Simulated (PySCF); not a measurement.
Species: MoO2(OH)2 (singlet state).
Bonds: Mo1–O2, Mo1–O3, Mo1–O4, Mo1–O6. Hydrogens: H5 on O4; H7 on O6.

The calculation used PySCF, PBE0-D3(BJ)/def2-SVP geometry optimisation, gas phase, def2 core potentials past Kr.

Q: How far are the bound atoms from Mo1?

A: 4 atoms: O3 1.673 Å, O2 1.674 Å, O6 1.865 Å, O4 1.866 Å. The nearest atom not counted as bound is H7, at 2.55 Å (others tie with it).

Q: List the angles at Mo1.

A: 
| angle | degrees | distance of the outer atoms (Å) |
| --- | --- | --- |
| O4–Mo1–O6 | 110.3 | 3.06 |
| O2–Mo1–O4 | 110.2 | 2.91 |
| O3–Mo1–O6 | 109.8 | 2.90 |
| O2–Mo1–O3 | 108.9 | 2.72 |
| O2–Mo1–O6 | 108.8 | 2.88 |
| O3–Mo1–O4 | 108.8 | 2.88 |

Q: What is the shape at Mo1?

A: Tetrahedral: angles from 108.8° to 110.3°; τ4 = (360° − α − β)/141° = 0.99 with α and β the two widest (0 for a square, 1 for a tetrahedron). The Mo–O distances aren't all alike: 1.673 to 1.866 Å.

Q: What are the other bond lengths?

A: O4–H5, O6–H7 0.965 Å.

Q: What are the rotational constants (commonest isotopes, rigid rotor)?

A: A = 3900, B = 3497, C = 3289 MHz: an asymmetric top.

Point group: C2 (every atom within 0.08 Å of its image). Charge 0, singlet. No frequency check.
